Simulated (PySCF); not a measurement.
C7H7, SMILES c1cc(ccc1)[CH2], multiplicity 2.

Geometry optimised at ωB97X-D3(BJ)/def2-SVP.

Method: TDA-PBE/def2-SVPD (PySCF).

Vertical excitations. Gas-phase values at a fixed geometry.

```tsv
state	energy (eV)	λ (nm)	f	main pairs
root 1	2.92	425	0.000	α HOMO→LUMO 42 %, β HOMO→LUMO 58 %
root 2	3.33	373	0.002	α HOMO→LUMO+1 43 %, β HOMO−1→LUMO 56 %
root 3	3.58	346	0.026	α HOMO→LUMO 55 %, β HOMO→LUMO 39 %
root 4	4.49	276	0.000	α HOMO−1→LUMO 49 %, β HOMO→LUMO+1 48 %
root 5	4.70	264	0.002	α HOMO→LUMO+2 100 %
root 6	4.77	260	0.000	β HOMO−2→LUMO 100 %
root 7	5.01	248	0.343	α HOMO→LUMO+1 47 %, β HOMO−1→LUMO 33 %, β HOMO→LUMO+1 7 %
root 8	5.14	241	0.000	β HOMO−3→LUMO 98 %
root 9	5.17	240	0.001	α HOMO→LUMO+3 98 %
root 10	5.30	234	0.000	α HOMO→LUMO+4 100 %
```
Unrestricted roots are not spin-pure.
